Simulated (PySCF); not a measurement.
Compound: C8H7NS.
Atom-mapped SMILES: `[CH2:1]=[CH:2][c:3]1[cH:4][s:5][c:6]2[cH:7][cH:8][nH:9][c:10]12` (hydrogens: H11, H12 on C1; H13 on C2; H14 on C4; H15 on C7; H16 on C8; H17 on N9)

Cartesian coordinates in Å at the PBE0-D3(BJ)/def2-SVP level; atoms count from 1:
```
atom  x, y, z in Å
C1    -2.1143   -1.7930    0.1811
C2    -2.0360   -0.6414   -0.5011
C3    -0.8955    0.2554   -0.5931
C4    -0.9267    1.4199   -1.3356
S5     0.5366    2.3376   -1.3075
C6     1.2793    1.1710   -0.2701
C7     2.5078    0.9197    0.3957
C8     2.3257   -0.2720    1.0685
N9     1.0568   -0.7432    0.8389
C10    0.3959    0.1293    0.0183
H11   -1.2845   -2.1956    0.7666
H12   -3.0307   -2.3865    0.1766
H13   -2.9182   -0.3150   -1.0623
H14   -1.7748    1.7854   -1.9139
H15    3.4129    1.5212    0.3928
H16    3.0185   -0.8230    1.7007
H17    0.6824   -1.5972    1.2220
```

Linear response at wB97X-D/def2-SVPD (PySCF, frozen core in the response, non-relativistic).

Static isotropic polarisability: 122.14 au (18.10 Å³), principal values 69.2, 139.1, 158.2 au.

(1) What is the polarisability at 1064 nm and at the sodium D line?

(2) What is the isotropic C6 coefficient between two such molecules, C6 = (3/π)∫α(iω)² dω?

(3) Which effective excitation energy ω̄ makes London's formula C6 = (3/4)α²ω̄ exact here?

(4) What molar refraction at the D line follows from R = (4π/3)·N_A·α′, with α′ the polarisability volume?

(5) What n − 1 at the D line would an ideal gas of it have at 273.15 K and 1 atm (2.6868 × 10¹⁹ cm⁻³), by n − 1 = 2π·N·α′?

(6) What does −C6/R⁶ come to at R = 12 Å between centres?

(7) What three-body coefficient follows from the one-pole estimate C9 = (3/4)·α·C6?

Answers

(1) 124.19 au at 1064 nm (+1.7 %), 129.48 au at 589.3 nm (+6.0 %). The rise at 589.3 nm is 3.58 times that at 1064 nm; a pure ω² law gives 3.26. The lowest singlet lies at 259 nm, shorter than both wavelengths.

(2) 5125 au (Eh·bohr⁶) by a ten-point quadrature over imaginary frequencies, which is 3060 eV·Å⁶ or 295 J·nm⁶/mol.

(3) ω̄ = 4·C6/(3α²) = 0.458 Eh = 12.5 eV. A one-pole form α(ω) = α/(1 − ω²/ω̄²) fitted to the 1064 nm value gives 9.1 eV.

(4) α′ = 19.19 Å³ gives R = 48.40 cm³/mol, for isolated, non-vibrating species.

(5) 32.39 × 10⁻⁴, a formal value whether or not that pressure can be reached.

(6) -99 J/mol. This is the leading, orientation-averaged term; C8 and higher terms are left out.

(7) 469000 au. This is an estimate from the two numbers above, not a computed integral.

One conformer stands for the species.

Note: wB97X-D ran without an empirical dispersion term, which enters the total energy and its gradient alone.
